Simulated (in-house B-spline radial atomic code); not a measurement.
**Ionising the neon ion Ne⁸⁺ with different functionals**

Computed with an all-electron radial atomic-structure program (B-spline basis): scalar-relativistic (spin-free X2C) Hamiltonian, Fermi nucleus of rms radius 3.0055 fm, spin-polarised at highest spin, spherical fractional occupations for the functionals, and exact exchange of hybrids averaged over the configuration. The ionisation energy is the difference of two self-consistent energies, 1s2 → 1s1, without Breit or QED terms; ε is the level of the shell that loses the electron (its least bound occupied spin orbital).

```
   method                    rung  ΔSCF (eV)  -ε(1s) (eV)
     PBE0           global hybrid    1194.94      1151.27
    B3LYP           global hybrid    1195.66      1148.78
    TPSSh           global hybrid          ?            ?
BHandHLYP           global hybrid    1196.00      1167.27
  r2SCAN0           global hybrid          ?            ?
    B97-1           global hybrid    1196.24      1149.39
    HSE06  range-separated hybrid    1195.04      1150.89
    wB97X  range-separated hybrid    1198.60      1150.75
CAM-B3LYP  range-separated hybrid    1195.61      1150.65
  LC-wPBE  range-separated hybrid    1194.75      1142.14
```

Question: What does r2SCAN0 give?

Answer: ΔSCF 1196.15 eV, and -ε(1s) = 1156.36 eV.

Question: What does TPSSh give?

Answer: ΔSCF 1196.28 eV, and -ε(1s) = 1146.33 eV.

Question: Among the functionals, which spreads more, the ΔSCF values or the orbital energies?

Answer: The orbital energies: ΔSCF values span about 3.85 eV and the orbital energies 25.13 eV; here energy differences depend much less on the functional than eigenvalues do.

Question: How do they compare with the NIST value?

Answer: NIST lists 1195.808 eV (tabulated theory, ground level to ground level). Errors run from -1.06 to +2.79 eV; B3LYP is closest (-0.15 eV), but part of that can be cancellation, since the calculations leave out Breit-QED terms.
